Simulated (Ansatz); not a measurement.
Cost and result for the atomization energy of CH$_{4}$FInSi (`F[CH]1[SiH2][InH]1`) (8 atoms, 8 bonds).

Charge 0, multiplicity 1. Correlated methods include outer-core shells of In, which these sets cover unevenly. In takes the def2 core potential. The geometry is a stationary point of PBE0-D4/def2-TZVP. Program: Ansatz. All runs use 2 threads of an Arm Neoverse V1 on a shared host. Times are those of one run each, without the atoms' runs, and a repeat can differ threefold. Electronic energies, without spin–orbit coupling; frozen cores. CCSD(T)/CBS adds CCSD(T) − MP2 in def2-TZVPP to the MP2 limit, and its time is that of the two runs behind it. T1 = 0.016. With those shells the extrapolation isn't a true limit. HSE06 is the plane-wave form, built on full-range PBE exchange.

CCSD(T)/CBS is a level of theory with its own doubt, some kJ/mol a heavy atom from the limit and from the frozen cores, so smaller differences don't rank the functionals.

```tsv
level	functions	wall time
LDA (SPW92)/def2-TZVPP	210	2.1 s
revPBE-D4/def2-TZVPP	210	3.5 s
PBE-D4/def2-TZVPP (with forces)	210	4.2 s
HSE06-D4/def2-TZVPP	210	5.5 s
CCSD(T)/def2-SVP	92	7 s
r2SCANh-D4/def2-TZVPP	210	8 s
r2SCAN-D4/def2-TZVPP (with forces)	210	9 s
B2PLYP/def2-TZVPP	210	10 s
ωB97X-V/def2-TZVPP	210	14 s
B97M-V/def2-TZVPP	210	16 s
MP2/def2-QZVPP	386	26 s
CCSD(T)/def2-TZVPP	210	3 min
CCSD(T)/CBS(def2)	–	3.4 min
```

Task: What atomization energy does each give, and how far from CCSD(T)/CBS? (An estimate is asked.)

Result: Computed: 
```json
{"level": "LDA (SPW92)/def2-TZVPP", "atomization (kJ/mol)": "2634.6", "difference from CCSD(T)/CBS": "385.5", "per bond": "48.2"}
{"level": "revPBE-D4/def2-TZVPP", "atomization (kJ/mol)": "2222.4", "difference from CCSD(T)/CBS": "-26.7", "per bond": "-3.3"}
{"level": "PBE-D4/def2-TZVPP (with forces)", "atomization (kJ/mol)": "2290.3", "difference from CCSD(T)/CBS": "41.2", "per bond": "5.1"}
{"level": "HSE06-D4/def2-TZVPP", "atomization (kJ/mol)": "2240.2", "difference from CCSD(T)/CBS": "-8.9", "per bond": "-1.1"}
{"level": "CCSD(T)/def2-SVP", "atomization (kJ/mol)": "2067.6", "difference from CCSD(T)/CBS": "-181.5", "per bond": "-22.7"}
{"level": "r2SCANh-D4/def2-TZVPP", "atomization (kJ/mol)": "2237.7", "difference from CCSD(T)/CBS": "-11.4", "per bond": "-1.4"}
{"level": "r2SCAN-D4/def2-TZVPP (with forces)", "atomization (kJ/mol)": "2258.7", "difference from CCSD(T)/CBS": "9.6", "per bond": "1.2"}
{"level": "B2PLYP/def2-TZVPP", "atomization (kJ/mol)": "2194.6", "difference from CCSD(T)/CBS": "-54.5", "per bond": "-6.8"}
{"level": "ωB97X-V/def2-TZVPP", "atomization (kJ/mol)": "2258.2", "difference from CCSD(T)/CBS": "9.1", "per bond": "1.1"}
{"level": "B97M-V/def2-TZVPP", "atomization (kJ/mol)": "2267.1", "difference from CCSD(T)/CBS": "18.0", "per bond": "2.2"}
{"level": "MP2/def2-QZVPP", "atomization (kJ/mol)": "2241.2", "difference from CCSD(T)/CBS": "-7.9", "per bond": "-1.0"}
{"level": "CCSD(T)/def2-TZVPP", "atomization (kJ/mol)": "2179.2", "difference from CCSD(T)/CBS": "-69.9", "per bond": "-8.7"}
{"level": "CCSD(T)/CBS(def2)", "atomization (kJ/mol)": "2249.1", "difference from CCSD(T)/CBS": "0.0", "per bond": "0.0"}
```

Leaving LDA and LC-ωPBE aside and taking each functional with its dispersion term where it has one, the values, not all of them listed here, spread over 144.5 kJ/mol, from BHLYP-D4 to PBE-D4. LDA lies +360.8 kJ/mol from PBE without D4, its usual overbinding. In def2-TZVPP, CCSD(T) changes the Hartree–Fock value by +663.3 kJ/mol (the triples alone add +47.2 kJ/mol) and MP2 by +683.4 kJ/mol; breaking electron pairs costs correlation energy, which Hartree–Fock lacks. At CCSD(T), def2-SVP lies −181.5 kJ/mol from the extrapolated value and def2-TZVPP −69.9 kJ/mol: correlation converges slowly with the basis, and small sets miss more of it in the bonded molecule than in its fragments.

Spin–orbit coupling would lower the free In atoms strongly, and the atomization energy with them, by more than many differences here.
